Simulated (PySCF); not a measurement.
Compound: C8H10FP.
Z-matrix (Å and degrees, PBE0-D3(BJ)/def2-SVP geometry), rows numbered from 1:
```
C 
P   1  1.8507
C   2  1.8512  1   99.37
C   2  1.8459  1  100.80  3  -102.85
C   4  1.4003  2  117.89  1  -130.13
C   5  1.3941  4  121.34  2  -179.76
C   6  1.3884  5  118.74  4    -0.03
F   7  1.3316  6  119.39  5   179.89
C   7  1.3914  6  121.56  5    -0.11
C   9  1.3913  7  118.83  6     0.14
H   1  1.1010  2  108.70  3   -69.72
H   1  1.1000  2  109.20  3   172.81
H   1  1.1016  2  113.44  3    51.24
H   3  1.0999  2  109.24  1  -173.83
H   3  1.1010  2  108.76  1    68.59
H   3  1.1017  2  113.31  1   -52.37
H   5  1.0935  4  119.13  2     0.22
H   6  1.0915  5  121.83  4  -180.00
H   9  1.0917  7  119.32  6  -179.84
H  10  1.0937  4  120.16  2    -0.20
```

All values: PBE0/pcSseg-1 (PySCF, non-relativistic), on one gas-phase PBE0-D3(BJ)/def2-SVP geometry that isn't relaxed in the solvent. The solvent is an IEF-PCM continuum (van der Waals radii × 1.2). Only the electrostatic response of the medium enters.

| run | E − E(gas) (kcal/mol) | HOMO (eV) | HOMO–LUMO gap (eV) | dipole (D) |
| --- | --- | --- | --- | --- |
| gas | 0.00 | -6.67 | 5.95 | 1.47 |
| P | -3.27 | -6.68 | 6.02 | 1.91 |
| Q | -4.63 | -6.71 | 6.05 | 2.14 |

Task: The runs were made in acetonitrile and chloroform. Which run belongs to which solvent?

Result: P = chloroform, Q = acetonitrile. The dielectric constants are 4.711 (chloroform), 35.69 (acetonitrile), and the energy falls further as ε rises. In this model the ground state sees the solvent through ε alone.

Task: How constant is the ratio of the lowering to (ε − 1)/(2ε + 1)?

Result: 
```tsv
solvent	(ε − 1)/(2ε + 1)	E − E(gas) (kcal/mol)	ratio (kcal/mol)	polarisation term (kcal/mol)
chloroform	0.356	-3.27	-9.2	-3.59
acetonitrile	0.479	-4.63	-9.7	-5.31
```

The ratio changes by +5.0 % in size from chloroform to acetonitrile. The polarisation term is half the interaction of the solute with the induced surface charges.

On one thread of an Arm Neoverse N1, shared host with 64 logical CPUs at a one-minute load of 26, this took 75 s and 1.3 GiB of memory at its peak. This is the whole shielding run at PBE0/pcSseg-1 in acetonitrile, SCF included.
